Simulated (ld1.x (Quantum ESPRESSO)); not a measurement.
# u(r) = r·R(r): atom against pseudo-atom (carbon (C))

Columns: radius, all-electron u(r) and pseudo u(r) of the 2s shell (level -13.75 eV) of carbon in the configuration [He] 2s2 2p2; PBE, scalar-relativistic, RRKJ scheme, ld1.x (Quantum ESPRESSO) 7.5.

| r (bohr) | all-electron | pseudo |
| --- | --- | --- |
| 0.138 | 0.3504 | -0.1078 |
| 0.275 | 0.1990 | -0.2009 |
| 0.413 | -0.0736 | -0.2837 |
| 0.550 | -0.3305 | -0.3876 |
| 0.688 | -0.5349 | -0.5376 |
| 0.825 | -0.6782 | -0.6782 |
| 0.963 | -0.7674 | -0.7674 |
| 1.100 | -0.8110 | -0.8110 |
| 1.238 | -0.8203 | -0.8203 |
| 1.375 | -0.8048 | -0.8048 |
| 1.513 | -0.7720 | -0.7720 |
| 1.650 | -0.7287 | -0.7287 |
| 1.788 | -0.6787 | -0.6787 |
| 1.925 | -0.6263 | -0.6263 |
| 2.062 | -0.5733 | -0.5733 |
| 2.200 | -0.5211 | -0.5211 |
| 2.338 | -0.4711 | -0.4711 |
| 2.475 | -0.4244 | -0.4244 |
| 2.613 | -0.3807 | -0.3807 |
| 2.750 | -0.3407 | -0.3407 |
| 2.888 | -0.3039 | -0.3039 |
| 3.025 | -0.2707 | -0.2707 |
| 3.162 | -0.2407 | -0.2407 |
| 3.300 | -0.2135 | -0.2135 |
| 3.438 | -0.1891 | -0.1891 |
| 3.575 | -0.1675 | -0.1675 |

Task: How many radial nodes do the two functions have?

Result: The all-electron 2s function has n − l − 1 = 1; the pseudo-wave has 0, since the states of the same l below it are removed with the core.

Task: At about which radius was the pseudo-wave matched?

Result: 0.80 bohr, where the columns begin to agree (steps of 0.14 bohr).

Task: Is the pseudo-wave norm-conserving?

Result: Yes: the RRKJ scheme keeps the norm inside the radius equal to the all-electron one, which fixes the energy derivative of the logarithmic derivative at the level.
